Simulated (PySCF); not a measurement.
# Low-lying terms of Ga+ (gallium, charge +1)

Ground state [Ar] 3d10 4s2, ¹S. Calculation: PySCF 2.14, in aug-cc-pVDZ-PP with one added diffuse shell each of s, p, d type with ECP10MDF (6s5p4d, 41 functions); scalar relativity through the core potential. Vertical excitation energies in eV without spin-orbit coupling; excited terms of each kind are numbered among those the solver found. Frozen: 3s2 3p6.

```
 term  leading excitation  EOM-EE-CCSD  measured centre of gravity (NIST)
1 3P°              4s → p        5.595                       5.986 (4s4p)
1 1P°              4s → p        8.740                       8.766 (4s4p)
 1 3S              4s → s       12.265                      12.763 (4s5s)
 1 1S              4s → s       12.741                      13.224 (4s5s)
 1 1D              4s → d       12.794                                n/a
 1 3D              4s → d       13.641                      14.116 (4s4d)
2 3P°              4s → p       14.295                                n/a
2 1P°              4s → p       14.614                                n/a
 2 1D              4s → d       15.345                                n/a
 2 3S              4s → s       16.043                                n/a
 2 1S              4s → s       16.161                                n/a
 2 3D              4s → d       16.435                                n/a
```

Only the lower part of the computed list is shown. Doubly excited terms such as np² are absent. The solver can miss terms. Rydberg members are limited by the diffuse functions of the basis.
